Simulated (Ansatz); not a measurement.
```xyz
4

Al    0.0000    0.0000    0.0000
H     0.0000    0.0000    2.7360
Si    0.0000    4.1126   -0.7252
Si    3.5615   -2.0563   -0.7252
```

Basis set: pcseg-2 (spherical functions). Charge 0, multiplicity 3.

Computed with Ansatz (development build ahead of 0.2.0); each method stands on the lowest determinant of its kind that the runs found. Restricted functionals stand beside restricted open-shell atoms, which can lie above the unrestricted atoms usual in DFT and then raise those values.

(1) Give the atomization energy at this shape (free ground-state atoms in the same class of orbitals less the molecule, no zero-point energy) of triplet AlSi2H by PBE (restricted open-shell), UHF, ROHF.

Results:

(1)

```
                     method  atomization energy
PBE (restricted open-shell)      27.00 kcal/mol
                        UHF       6.39 kcal/mol
                       ROHF     -23.38 kcal/mol
```

Caution: other spin multiplicities may lie lower; the shape is not the minimum. Caution for PBE (restricted open-shell): stretched shape with no unrestricted run beside it, a lower state can exist. Caution for UHF: the unrestricted determinant is a mixture of spin states. Caution for ROHF: an unrestricted determinant lies well below; the molecule lies well above its atoms at this level.
